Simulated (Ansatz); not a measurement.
One change: `B[SiH2]N=C` becomes `C=N[SiH2][SbH2]`.

Ansatz, PBE0-D4/def2-TZVP geometries, multiplicity 1. Each molecule was computed in one conformer, which needn't be the lowest.

Elements past krypton have def2 core potentials.

| property | `B[SiH2]N=C` |
| --- | --- |
| HOMO energy (PBE0/def2-TZVPP) / eV | -7.13 |
| LUMO energy (ωB97M-V/def2-TZVPP) / eV | -0.45 |
| size of the dipole moment (PBE/def2-TZVPP) / D | 1.12 |
| HOMO energy (PBE/def2-TZVPP) / eV | -5.75 |
| size of the dipole moment (B3LYP/def2-TZVPP) / D | 1.22 |
| HOMO–LUMO gap (ωB97M-V/def2-TZVPP) / eV | 9.01 |

Problem. Give the same properties after the change, and the shifts. (Estimate.)

Solution. The calculation gave: 
| property | `C=N[SiH2][SbH2]` | shift |
| --- | --- | --- |
| HOMO energy (PBE0/def2-TZVPP) / eV | -6.73 | 0.40 |
| LUMO energy (ωB97M-V/def2-TZVPP) / eV | 1.17 | 1.62 |
| size of the dipole moment (PBE/def2-TZVPP) / D | 1.01 | -0.11 |
| HOMO energy (PBE/def2-TZVPP) / eV | -5.60 | 0.15 |
| size of the dipole moment (B3LYP/def2-TZVPP) / D | 1.08 | -0.14 |
| HOMO–LUMO gap (ωB97M-V/def2-TZVPP) / eV | 9.93 | 0.92 |

With PBE0 the HOMO rises by 0.40 eV and the LUMO rises by 1.38 eV, so the gap widens by about 0.98 eV. PBE moves the HOMO by 0.15 eV and ωB97M-V by 0.71 eV. Dipoles are sizes alone; their direction can turn.

B3LYP here is the variant with VWN-RPA as its local correlation; programs differ in this.

Spin–orbit coupling is left out; it splits and shifts lone-pair levels of the heavy atoms by tenths of an eV.
